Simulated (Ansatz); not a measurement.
Species: [Ti(Cl)(NH2)3] (charge 0, multiplicity 1).

Give a relaxed geometry from r2SCAN-D4/def2-SVP (Ansatz, a first-principles code).

This is not unique; one that fits is the end point of this relaxation, one of several conformers.
Z-matrix (Å, degrees):
```
Ti
N 1 1.8688
H 2 1.0176 1 127.27
H 2 1.0209 3 109.94 1 170.49
N 1 1.8689 2 106.88 3 -111.47
H 5 1.0176 1 127.23 2 2.69
H 5 1.0209 6 109.94 1 170.45
N 1 1.8689 2 106.88 3 2.69
H 8 1.0176 1 127.21 2 -111.46
H 8 1.0208 9 109.94 1 170.52
Cl 1 2.2462 2 111.95 3 125.63
```
